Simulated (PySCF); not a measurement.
SMILES CO[SiH2][SiH2]O[SiH3], singlet, GFN2-xTB optimised geometry.

```
16

C      2.91    -2.29    -0.06
O      2.01    -1.23    -0.04
Si     0.38    -1.32    -0.04
Si    -0.12     0.90     0.00
O     -1.75     0.90     0.00
Si    -3.26     1.48     0.00
H      2.78    -2.93     0.81
H      3.92    -1.87    -0.05
H      2.78    -2.89    -0.96
H     -0.07    -2.16     1.10
H     -0.07    -2.12    -1.20
H      0.28     1.68     1.18
H      0.28     1.72    -1.16
H     -3.82     1.12     1.30
H     -3.22     2.93    -0.18
H     -3.92     0.82    -1.12
```

Density from B3LYP/def2-TZVP run with PySCF at that geometry.

Minimum of the electron density along straight lines between bonded atoms, close to the bond critical point (lines longer than 1.1 times the sum of covalent radii, or with two minima, are not listed):

```tsv
bond	length / Å	ρ at the minimum / e bohr⁻³	∇²ρ there / e bohr⁻⁵	position (fraction from the first atom)
C1–O2	1.392	0.266	-0.53	0.35
O2–Si3	1.627	0.141	0.90	0.59
Si3–Si4	2.281	0.109	-0.23	0.51
Si4–O5	1.627	0.136	0.91	0.42
O5–Si6	1.615	0.141	0.94	0.58
C1–H7	1.092	0.285	-1.01	0.64
C1–H8	1.091	0.288	-1.03	0.65
C1–H9	1.092	0.285	-1.01	0.64
Si3–H10	1.480	0.122	0.16	0.49
Si3–H11	1.480	0.122	0.16	0.49
Si4–H12	1.473	0.125	0.16	0.49
Si4–H13	1.473	0.125	0.16	0.49
Si6–H14	1.461	0.128	0.18	0.49
Si6–H15	1.462	0.127	0.18	0.49
Si6–H16	1.461	0.128	0.18	0.49
```
